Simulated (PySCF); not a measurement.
## How methods differ on the excitation energy of Sn

Sn [Kr] 4d10 5s2 5p2 (3P) → Sn [Kr] 4d10 5s2 5p1 5d1 (high-spin determinant), as a difference of total energies. Computed with PySCF 2.14 in aug-cc-pwCVTZ-DK3, with scalar relativity by spin-free X2C-1e. Correlated levels: valence: [Kr] 4d10 frozen. The calculations carry no spin-orbit coupling.

| method | excitation energy (eV) |
| --- | --- |
| UHF | 5.703 |
| MP2 (valence) | 5.751 |
| SCS-MP2 (valence) | 5.736 |
| CCSD (valence) | 5.526 |
| CCSD(T) (valence) | 5.398 |

Problem. How much does correlation contribute at CCSD(T) (valence)?

Solution. 5.398 − (5.703) = -0.305 eV, measured against UHF.

A first-order spin-orbit estimate (lowest level to lowest level, LS coupling) adds 0.048 eV.

The promoted electron is Rydberg-like, and one or two diffuse shells describe it only roughly, which tends to raise the upper state.

The coupled-cluster amplitudes are large for the upper state (T1 above 0.03 or a double amplitude above 0.15), so a single reference is strained.

The determinant of the upper state mixes LS terms, which raises its energy above the lowest term, most at the Hartree-Fock and MP2 levels.
